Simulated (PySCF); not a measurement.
# Dipole moment and polarisability of `O=C1C=CC[C@@H]1F`

C₅H₅FO.
Cartesian coordinates in Å at the PBE0-D3(BJ)/def2-SVP level; atoms count from 1:
```xyz
12
C5H5FO angstrom
O      2.416    0.548    0.433
C      1.268    0.363    0.122
C      0.312    1.313   -0.481
C     -0.921    0.779   -0.468
C     -0.966   -0.589    0.148
C      0.507   -0.964    0.286
F      0.808   -1.580    1.464
H      0.595    2.305   -0.835
H     -1.819    1.275   -0.846
H     -1.559   -1.303   -0.444
H     -1.421   -0.549    1.153
H      0.820   -1.626   -0.543
```

Level: CAM-B3LYP/def2-SVPD (PySCF), static field, nuclei fixed, core orbitals frozen in the response. The polarisability tensor in these axes (au):

```
x   74.41  4.33  5.08
y    4.33 57.86 -5.32
z    5.08 -5.32 47.05
```

Give the principal values, the mean and the anisotropy Δα = √{½[(α1 − α2)² + (α2 − α3)² + (α1 − α3)²]}.

Principal values 43.56, 59.79 and 75.98 au; mean 59.78 au = 8.86 Å³ = 9.86 × 10⁻⁴⁰ C²·m²/J; Δα = 28.07 au (47 % of the mean).

What is the dipole moment, and where does it point?

(-4.30, 0.40, -2.34) D, 4.92 D in size, pointing from the negative to the positive side. Measured along this direction, the outermost atoms are O1 at the negative end and H9 at the positive end.

Rayleigh depolarisation ratio (linearly polarised light, static tensor)?

ρ = 3Δα²/(45ᾱ² + 4Δα²) = 2364.3/(160797 + 3152.4) = 0.0144.

Form Σ f/ω² (atomic units) for the 6 lowest TDDFT singlets, given as eV and f, and set it beside the mean polarisability, which is this sum over all singlets: 3.84, 0.0003; 6.06, 0.2752; 6.78, 0.0056; 7.19, 0.0062; 7.51, 0.0144; 7.69, 0.0032.

They add up to 5.97 au, 10.0 % of the 59.78 au; the largest single term is 5.54 au, from the state at 6.06 eV. Terms in order: 0.02, 5.54, 0.09, 0.09, 0.19, 0.04 au. Higher excitations give the rest. The strengths listed sum to 0.305.

Estimate the molar refractivity from the static electronic polarisability.

Lorentz–Lorenz: R = (4π/3)N_A α = 2.5225 cm³/(mol·Å³) × 8.86 Å³ = 22.3 cm³/mol, in the limit of long wavelengths.

In a dilute gas of rigid molecules at 500 K, how does the orientational term μ²/3kT compare with the electronic polarisability?

In Gaussian units μ²/3kT = 116.77 Å³ against 8.86 Å³, a ratio of 13.18; the Debye molar polarisation (4π/3)N_A(α + μ²/3kT) is 316.9 cm³/mol, leaving out the vibrational part.

Refractivity n − 1 of an ideal gas of it at 400 K and 1 atm, from the electronic α?

N = p/kT = 1.8347 × 10¹⁹ cm⁻³, so n − 1 = 2π × N × 8.86 × 10⁻²⁴ cm³ = 1021 × 10⁻⁶ at long wavelengths, for an ideal gas.

Isolated species at its PBE0-D3(BJ)/def2-SVP geometry (one conformer only).
